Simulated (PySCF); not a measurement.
A search over the determinants of SrCa

Unrestricted PBE0; Sr x2c-TZVPall, Ca x2c-TZVPall; spin-free X2C with a Gaussian nucleus (PySCF 2.14). Outer shells of the fragments: Sr 5s2; Ca 4s2.

Followed along the bond (rough minima from three points):

```csv
2Ms+1,unpaired,⟨S²⟩ at the start,R at minimum (Å),Te (eV)
1,none,0.00,4.47,0.00
1,"σ ↓, π ↑",1.10,3.59,0.72
3,"σ ↑, π ↑",2.02,3.62,0.74
3,σ ↑↑,2.02,4.05,0.94
3,π ↑↑,2.08,3.19,1.52
```

Solutions found at the starting distance of 3.300 Å, counted from the lowest of them; the search is not exhaustive and high or unbound solutions are not listed, so other states can lie among these:

```
2Ms+1  unpaired   term  E (eV)  ⟨S²⟩  ⟨Lz²⟩  μ (D)
    1      none    ¹Σ⁺    0.00  0.00   0.00  -0.17
    1  σ ↓, π ↑  mixed    0.08  1.10   1.04  -0.83
    3  σ ↑, π ↑     ³Π    0.13  2.02   1.02  -0.92
    3      σ ↑↑    ³Σ⁺    0.72  2.02   0.00  -1.48
    3      π ↑↑    ³Σ⁻    0.81  2.08   0.00  -2.34
    1      π ↑↓  mixed    0.99  1.04   2.09  -2.15
    3  σ ↑, δ ↑     ³Δ    1.17  2.04   4.00  -0.09
    1  σ ↑, δ ↓  mixed    1.34  1.03   4.00  -0.18
    1      none  mixed    1.49  0.01   2.01  -2.29
```

A term symbol is given only where ⟨S²⟩ and ⟨Lz²⟩ are close to those of a pure state; real π, δ and φ orbitals otherwise mix terms. A positive dipole means Sr(−)Ca(+).

**Question.** Compare the gap between the two lowest followed solutions at the starting distance with the gap between their minima.

**Answer.** At PBE0 the second solution (Ms = 0 of mixed spin, unpaired electrons σ ↓, π ↑) lies +0.08 eV from the first (singlet, closed shell) at 3.300 Å and +0.72 eV at the minima; the two curves relax by different amounts, since their minima lie near 3.59 and 4.47 Å.
